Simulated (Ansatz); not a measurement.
Reaction (ligand exchange at a B–N bond): `OBN[SiH3]` + H–F → `OBF` + `N[SiH3]`

Calculated with Ansatz (gas phase, PBE0-D4/def2-TZVP geometries, no zero-point term in ΔE). CCSD(T)/CBS adds triple-zeta CCSD(T) − MP2 to the extrapolated MP2 energy (def2 sets, frozen cores). This one scheme is used for every species. DFT in def2-TZVPP. B3LYP here is the variant with VWN-RPA as its local correlation; programs differ in this. HSE06 is defined as in plane-wave codes. One conformer a species, not always the lowest.

```csv
level,ΔE (kJ/mol),difference from CCSD(T)/CBS
r2SCAN-D4,-37.5,-8.3
B97M-V,-42.4,-13.2
B3LYP-D4,-36.2,-7.0
ωB97M-V,-36.2,-7.0
PBE-QIDH,-32.8,-3.6
HSE06,-35.6,-6.4
RPA@PBE/def2-TZVPP,-33.5,-4.3
HF/def2-SVP,-51.2,-22.0
MP2/def2-SVP,-40.7,-11.5
CCSD/def2-SVP,-42.7,-13.5
HF/def2-TZVPP,-50.7,-21.5
MP2/def2-TZVPP,-29.7,-0.5
SCS-MP2/def2-TZVPP,-34.2,-5.0
CCSD(T)/def2-TZVPP,-32.6,-3.4
SCS-MP2/def2-QZVPP,-32.4,-3.2
MP2/CBS(def2),-26.2,3.0
CCSD(T)/CBS,-29.2,0
```

Largest T1 diagnostic among the species: 0.013.

In def2-TZVPP, CCSD(T) changes the Hartree–Fock value by +18.0 kJ/mol (the triples alone add +2.1 kJ/mol) and MP2 by +21.0 kJ/mol. At CCSD(T), def2-SVP lies −12.4 kJ/mol from the extrapolated value and def2-TZVPP −3.4 kJ/mol. Leaving LDA and LC-ωPBE aside and taking each functional with its dispersion term where it has one, the values, not all of them listed here, spread over 13.8 kJ/mol, from B97M-V to revPBE-D4. LDA lies +7.1 kJ/mol from PBE without D4.
